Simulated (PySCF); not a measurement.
InH2Cl, SMILES [Cl][InH2]. Heavy atoms are numbered as in [InH2:1][Cl:4]. Hydrogens are named by the atom that carries them.

Coordinates come from a PBE-D3(BJ)/def2-TZVP optimisation. The def2 effective core potentials stand for the cores of In; spin–orbit coupling is left out.

Calculation: M06-2X/def2-TZVPD (PySCF).

Mulliken values depend strongly on the basis, most of all with diffuse functions as here. ESP charges are fitted to the potential on shells at 1.4 to 2.0 van der Waals radii. Atomic charges (e), one atom of each kind:

```json
[
 {"atom": "In1 (InH2)", "Mulliken": "0.79", "ESP fit": "[?]"},
 {"atom": "H on In1", "Mulliken": "-0.13", "ESP fit": "[?]"},
 {"atom": "Cl4", "Mulliken": "-0.53", "ESP fit": "[?]"}
]
```

Problem. Fill in the missing entries. (An estimate is asked for; the answer gives what the named calculation found.)

Solution. 
- In1 (InH2), ESP fit: 0.79
- H on In1, ESP fit: -0.20
- Cl4, ESP fit: -0.40
